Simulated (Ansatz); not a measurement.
SiTe₂⁻, relaxed as a doublet with UKS r2SCAN-D4/def2-TZVPD in Ansatz, starting from the GFN1-xTB geometry. Force threshold 0.02 eV/Å.

In the def2 sets Te takes a core potential; there is no spin–orbit coupling. The structure comes from a short search, and lower isomers may exist.

Start:

```
atom   x (Å)   y (Å)   z (Å)
 Si1   0.000   0.000   0.000
 Te2  -0.016  -0.356   0.036
 Te3   0.016   0.356  -0.036
```

(1) Estimate the energy that the relaxation releases and the steps that it takes.

(2) Does the start keep its bonding and symmetry?

(3) Predict the relaxed structure.

## Answers

(1) 180602.9 kcal/mol, in 15 steps; 5.2 min on 4 threads of Arm Neoverse V2 on a shared host. No frequencies were taken in this run, so the end may be a saddle point.

(2) Bonds lost: Te2–Te3 (atoms count from 1). Point group D∞h at the start, C2v at the end, both within 0.05 Å.

(3) 
```xyz
3

Si   -0.6315    0.0338    0.0564
Te    0.2194   -2.1855    0.1922
Te    0.4121    2.1517   -0.2486
```
Bond lengths: 2 × Si–Te 2.38 Å.
